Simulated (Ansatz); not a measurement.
Relaxed structures of AlBH$_{3}$I, singlet (PBE0-D4/def2-TZVP; forces vanish, vibrations not checked; lower isomers may exist, and structures with a doubtful reference or unclear bonds are left out; Å). Program: Ansatz 0.2.0. Basis: def2-TZVPP. Cores are frozen in the correlated methods. Filled d shells of the heavier atoms are correlated. Core potentials replace the inner electrons of the atoms past krypton. The def2 sets are not built for correlating such inner shells, so the correlated values are less sure here.

Question: Rank them by CCSD(T) energy, lowest first, and give each one's height above the lowest. Links in brackets join atoms within 1.22 times the sum of their covalent radii (1.1 for two metals). (An estimate is asked for; the value comes from the calculation.)
A.
AlBH₃I ([BH2][AlH][I])
```
6
angstrom
B -0.7928 0.3152 -0.8250
Al 0.5474 0.0643 0.7819
I 1.7185 -2.1328 0.6982
H -1.9316 -0.0528 -0.7681
H -0.4494 0.7806 -1.8742
H 0.9079 1.0256 1.9872
```
B.
AlBH₃I ([BH3][Al][I])
```
6
angstrom
B -1.0726 0.1492 -0.7732
Al 0.6489 -0.4410 0.2487
I 2.7053 -1.1442 1.4535
H -1.3445 1.1538 -0.1604
H -0.6122 0.2875 -1.8816
H -1.7692 -0.8190 -0.5829
```
C.
AlBH₃I ([BH]1[AlH][IH]1)
```
6
angstrom
B -0.5880 -0.4615 -0.1135
Al 0.6759 0.6509 0.8776
I 0.6608 -2.2140 0.5949
H -1.2074 -0.7117 -1.0951
H 2.0308 -2.7925 -0.2857
H 1.3254 1.1206 2.2422
```

Answer: The calculation gives: B (0.000 eV), A (0.405 eV), C (4.143 eV). Heights count from the lowest.

The T1 diagnostic stays at or below 0.015. The restricted Hartree–Fock reference is unstable towards an unrestricted one at one or more of these structures.

For scale, one of the runs: CCSD(T)/def2-TZVPP, 165 basis functions, launched by `ansatz run in.yaml --threads 2 --pin off --events-out ev --progress --plain --max-ram 4352MiB`. Time: 47 s of wall clock on 2 CPU threads of an Arm Neoverse V2; the host was shared. Peak host memory: 1.4 GiB.
